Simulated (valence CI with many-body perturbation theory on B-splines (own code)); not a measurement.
## Missing levels of Dy XXXIV

Method: relativistic CI+MBPT: five valence electrons over a frozen Dirac-Fock core [Ar] 3d10, radial functions for each j: 9 s, 9 p, 8 d, 6 f, 3 g, 1 h, with the one-electron correlation potential Σ1 (screened to all orders), the two-electron term Σ2, the three-electron term Σ3, Breit, model QED; selected single and double excitations, second order for the rest (own B-spline code, finite nucleus).

The last digits are not significant, and no measured levels were compared; by estimate large intervals hold to a few tenths of a per cent, small ones and those within an open d or f shell to about a per cent. Among the levels kept, up to 270 cm⁻¹ of a level comes from second order outside the variational space, and about a tenth of that is noise between levels of different J, which matters for small intervals.

| Level | E (cm⁻¹) |
| --- | --- |
| (4s^2 4p1/2^2 4p3/2) J=3/2 | 0 |
| (4s^2 4p1/2 4p3/2^2) J=3/2 | ? |
| (4s^2 4p1/2 4p3/2^2) J=5/2 | 408720 |
| (4s^2 4p1/2 4p3/2^2) J=1/2 | 455160 |
| (4s^2 4p3/2^3) J=3/2 | 833090 |
| (4s 4p1/2^2 4p3/2^2) J=5/2 | 985910 |
| (4s^2 4p1/2^2 4d3/2) J=3/2 | 1002400 |
| (4s 4p1/2^2 4p3/2^2) J=1/2 | ? |
| (4s 4p1/2^2 4p3/2^2) J=3/2 | ? |
| (4s^2 4p1/2^2 4d5/2) J=5/2 | 1156600 |
| (4s 4p1/2 4p3/2^3) J=3/2 | 1366600 |
| (4s^2 4p1/2 4p3/2 4d3/2) J=5/2 [a] | 1379700 |
| (4s^2 4p1/2 4p3/2 4d3/2) J=1/2 [a] | 1381300 |
| (4s^2 4p1/2 4p3/2 4d3/2) J=3/2 [a] | ? |
| (4s^2 4p1/2 4p3/2 4d3/2) J=7/2 | 1418900 |
| (4s 4p1/2 4p3/2^3) J=5/2 | ? |
| (4s^2 4p1/2 4p3/2 4d5/2) J=7/2 [a] | 1470100 |
| (4s 4p1/2 4p3/2^3) J=1/2 | 1493700 |
| (4s^2 4p1/2 4p3/2 4d5/2) J=9/2 | 1510000 |
| (4s^2 4p1/2 4p3/2 4d3/2) J=5/2 [b] | ? |

Levels are named by their leading jj configuration (3d3/2^4 stands for four electrons in 3d with j = 3/2), which in mixed levels can hold well under half, so a name can repeat and another be missing. Letters in brackets count levels of one name in rising energy.

Problem. The levels stand in rising order. What does the calculation give for the missing energies?

Solution. (4s^2 4p1/2 4p3/2^2) J=3/2 371780; (4s 4p1/2^2 4p3/2^2) J=1/2 1100700; (4s 4p1/2^2 4p3/2^2) J=3/2 1126000; (4s^2 4p1/2 4p3/2 4d3/2) J=3/2 [a] 1386800; (4s 4p1/2 4p3/2^3) J=5/2 1427200; (4s^2 4p1/2 4p3/2 4d3/2) J=5/2 [b] 1512000.
